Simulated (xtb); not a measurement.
Harmonic IR lines of one isomer of C₂H₃NO, unscaled. These are GFN2-xTB (xtb) values and carry that method's errors.

wavenumber (cm⁻¹): 486 (w), 934 (w), 1122 (w), 1202 (m), 2450 (vs), 2976 (vw), 2984 (w)

**Question.** Say which structure gives these lines.
(A) `C=NC=O`
(B) `[H]/N=C/C=O`
(C) `COC#N`
(D) `N=C=CO`

**Answer.** C, `COC#N`
